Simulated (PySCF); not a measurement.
## `C1=CP1c1ccccc1` in a uniform electric field

Compound: C₈H₇P.
Structure used (GFN2-xTB), in Å, numbered top down from 1:
```xyz
16
C8H7P angstrom
C      2.8405   -0.9199    0.2527
C      2.9693    0.3207   -0.1380
P      1.8723    0.2097    1.3336
C      0.2051    0.1420    0.5422
C     -0.0758   -0.5643   -0.6218
C     -1.3572   -0.5749   -1.1400
C     -2.3738    0.1159   -0.5006
C     -2.1054    0.8169    0.6633
C     -0.8242    0.8264    1.1829
H      3.1421   -1.9288    0.0769
H      3.4293    0.9739   -0.8459
H      0.7136   -1.1091   -1.1225
H     -1.5650   -1.1251   -2.0469
H     -3.3742    0.1043   -0.9081
H     -2.8967    1.3535    1.1666
H     -0.6076    1.3679    2.0941
```

Level: CAM-B3LYP/def2-SVPD (PySCF); nuclei fixed, core orbitals frozen in the response. Permanent dipole (-0.037, -0.399, -1.380) D (1 au = 2.5417 D). Static polarisability (au):

```
x   144.55  -9.78   3.48
y    -9.78  87.49  15.37
z     3.48  15.37 101.22
```

Only the terms in μ and α are kept: μ(F) = μ + αF and ΔE = −μ·F − ½ F·αF.

Q: A field of 0.002 au (0.103 V/Å) is applied along each axis in both senses. Find the induced dipole, the size of the total dipole and the two energy terms.

A: 
```
field along  induced x (D)  induced y (D)  induced z (D)  total size (D)  −μ·F (kJ/mol)  −½F·αF (kJ/mol)
         +x          0.735         -0.050          0.018           1.595         +0.076           -0.759
         −x         -0.735          0.050         -0.018           1.634         -0.076           -0.759
         +y         -0.050          0.445          0.078           1.306         +0.824           -0.459
         −y          0.050         -0.445         -0.078           1.685         -0.824           -0.459
         +z          0.018          0.078          0.515           0.923         +2.851           -0.532
         −z         -0.018         -0.078         -0.515           1.954         -2.851           -0.532
```

Q: For the field (-0.0002, 0.0018, 0.0012) au, what is the induced dipole, and what angle does it make with the field?

A: αF = (-0.108, 0.452, 0.377) D, at 7.9° to the field. The polarisability along this direction, F·αF/F², is 107.37 au, against a mean of 111.09 au.

Q: At what field along the permanent dipole would the induced dipole along it equal the permanent one, in this linear picture?

A: The polarisability along the dipole is 108.42 au, so F = 0.5654 au / 108.42 au = 0.0052 au = 0.27 V/Å; higher-order terms are ignored.

Q: What field makes μF equal to kT at 200 K?

A: kT = 0.6334 × 10⁻³ Eh, so F = 0.00112 au = 5.76 MV/cm.

Q: Induction energy −ᾱe²/2R⁴ of a unit charge at 6 Å, the molecule taken as a point?

A: R = 11.34 bohr, so the energy is −111.1/(2 × 11.34⁴) Eh = -8.82 kJ/mol. The charge–dipole term at its most favourable orientation, −μe/R², is -11.5 kJ/mol.

Isolated species at its GFN2-xTB geometry (one conformer only).
